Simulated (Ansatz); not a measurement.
Two isomers of C2H5NSSi: A = `[SiH3]SC1=CN1`, B = `C[SiH](S)C#N`.

Program: Ansatz. Geometries: PBE0-D4/def2-TZVP. ΔE: electronic, gas phase. CCSD(T)/CBS is the MP2 limit (def2-TZVPP, def2-QZVPP) plus CCSD(T) − MP2 in def2-TZVPP, frozen cores. DFT in def2-TZVPP. B3LYP here is the variant with VWN-RPA as its local correlation; programs differ in this. Each species was taken in one conformer, which may not be the lowest.

A:

```xyz
10

Si   -1.130   -0.433   -1.434
S     0.839    0.451   -1.337
C     1.022    0.321    0.350
C     1.620    0.226    1.472
N     0.115    0.106    1.521
H    -1.106   -1.849   -1.006
H    -2.087    0.355   -0.626
H    -1.457   -0.334   -2.878
H     2.451    0.137    2.145
H    -0.266    1.019    1.793
```

B:

```xyz
10

C    -0.715   -0.719    1.114
Si    0.200    0.429   -0.016
S     2.208   -0.247   -0.186
C    -0.609    0.391   -1.686
N    -1.113    0.371   -2.723
H    -0.280   -0.691    2.115
H    -1.764   -0.424    1.181
H    -0.668   -1.744    0.741
H     0.138    1.847    0.406
H     2.605    0.787   -0.947
```

Task: Which isomer does CCSD(T)/CBS put lower? Give the gap. (Estimate.)

Result: Ansatz gave: B, by 99.9 kcal/mol.

Task: Give E(B) − E(A) in kcal/mol with MP2/def2-TZVPP, ωB97M-V, B3LYP-D4, PBE0-D4, PBE-D4, B3LYP, r2SCAN-D4. (Best estimate.)

Result: Computed: MP2/def2-TZVPP -102.2, ωB97M-V -99.3, B3LYP-D4 -97.7, PBE0-D4 -93.3, PBE-D4 -89.9, B3LYP -98.4, r2SCAN-D4 -95.9. None reverses the order clearly.

Largest T1 diagnostic: 0.013.

In def2-TZVPP, CCSD(T) changes the Hartree–Fock value by +9.2 kcal/mol (the triples alone add +1.9 kcal/mol) and MP2 by +8.5 kcal/mol. From PBE to PBE0 (25 % exact exchange), in def2-TZVPP and without D4, E(B) − E(A) moves by −3.3 kcal/mol.
